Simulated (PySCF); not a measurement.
## Exercise with solution: entropy of an ideal gas

C₂H₇S, SMILES C[SH+]C, charge +1.

Geometry: B3LYP-D3(BJ)/def2-SVP. The isomer is the one that the SMILES or the coordinates give; other isomers of the formula were not compared.

B3LYP-D3(BJ)/def2-SVP (PySCF) gives the harmonic wavenumbers 173, 198, 257, 633, 697, 750, 809, 930, 1048, 1076, 1102, 1330, 1355, 1427, 1429, 1440, 1442, 2620, 3060, 3061, 3183, 3184, 3196, 3197 cm⁻¹ and the rotational temperatures 0.8323, 0.3306, 0.2619 K. The molar mass is 63.14 g/mol, the symmetry number 1, the spin multiplicity 1.

**Question.** Work out the entropy at 298.15 K and 1 atm in the rigid-rotor, harmonic-oscillator model.

**Answer.** 
Translation (Sackur–Tetrode at 1 atm): S = R[1.5 ln M + 2.5 ln T − 1.16487] = 160.4 J/(mol K).
Rotation: q = (√π/σ) T^1.5/√(θA θB θC) = 34000, S = R[ln q + 3/2] = 99.2 J/(mol K).
Vibration: with u = 1.4388 ν/T, each mode gives R[u/(e^u − 1) − ln(1 − e^−u)]:
```csv
ν (cm⁻¹),modes,u,S (J/(mol K))
173,1,0.83,10.05
198,1,0.96,9.00
257,1,1.24,7.04
633,1,3.05,1.66
697,1,3.36,1.30
750,1,3.62,1.05
809,1,3.90,0.84
930,1,4.49,0.52
1048,1,5.06,0.32
1076,1,5.19,0.29
1102,1,5.32,0.26
1330,1,6.42,0.10
1355,1,6.54,0.09
1427,1,6.89,0.07
1429,1,6.90,0.07
1440,1,6.95,0.06
1442,1,6.96,0.06
```
The stiffer modes add less than 0.005 each. Sum 32.8 J/(mol K).
Spin: R ln 1 = 0.0 J/(mol K).
Total 292.4 J/(mol K); the program's own thermochemistry gives 292.5. Translation makes up 55 % and vibration 11 %. Anharmonicity, hindered rotation and orbital degeneracy are left out.
